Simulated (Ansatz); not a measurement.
`C[O][GaH]` radical. Total charge 0; spin multiplicity 2.

Cartesian coordinates in Å:
```
C 0.0558 -0.6117 -0.8218
O -0.1063 -0.1763 0.4996
Ga 0.0036 1.4870 1.1540
H 0.2770 0.2041 -1.5216
H -0.8572 -1.1106 -1.1652
H 0.8769 -1.3350 -0.8787
H -0.2498 1.5425 2.7337
```

Q: List the harmonic frequencies (cm⁻¹, unscaled) at PBE0-D4/def2-TZVP in Ansatz. (Estimate.)

A: The calculation gave: 71, 194, 230, 538, 585, 1140, 1178, 1198, 1475, 1488, 1498, 1773, 2999, 3061, 3073.

Q: Is this a minimum?

A: Yes, all 15 modes are real.

Q: Give the ideal-gas thermochemistry at 298.15 K and 1 bar (rigid rotor, harmonic oscillator; point group Cs, symmetry number 1).

A: Zero-point energy 122.6 kJ/mol; H(298) − E = 138.6 kJ/mol; entropy 310.5 J/(mol·K), of which translation 166.5, rotation 98.8, vibration 39.4, electronic 5.8; G(298) − E = 46.0 kJ/mol. Modes under 100 cm⁻¹ are hindered rotations or soft bends, so the harmonic entropy is rough.

Q: Rotational constants (cm⁻¹)?

A: 1.717, 0.1285, 0.1223.
